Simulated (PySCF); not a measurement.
boron oxyfluoride (BFO), SMILES O=BF. Atoms are numbered in the order given.

```xyz
3

F      0.0000     0.0000     1.2087
B      0.0000     0.0000    -0.0864
O      0.0000     0.0000    -1.3058
```
Charge 0, spin multiplicity 1.

Geometry: PBE-D3(BJ)/def2-TZVP.

Calculation: B3LYP/pcSseg-2 (PySCF).

GIAO shieldings, no solvent; atoms alike by connectivity are averaged. δ = σ(ref) − σ: ¹⁹F against CFCl3 (σ = 159.6 ppm); ¹¹B against BF3 (σ = 86.3 ppm); ¹⁷O against H2O (σ = 325.5 ppm), references at their B3LYP-D3(BJ)/def2-TZVP geometries, non-relativistic.

Computed chemical shifts:
| nucleus | atoms | count | δ (ppm) |
|---|---|---|---|
| ¹⁹F | F1 | 1 | -222.0 |
| ¹¹B | B2 | 1 | -4.3 |
| ¹⁷O | O3 | 1 | 139.3 |
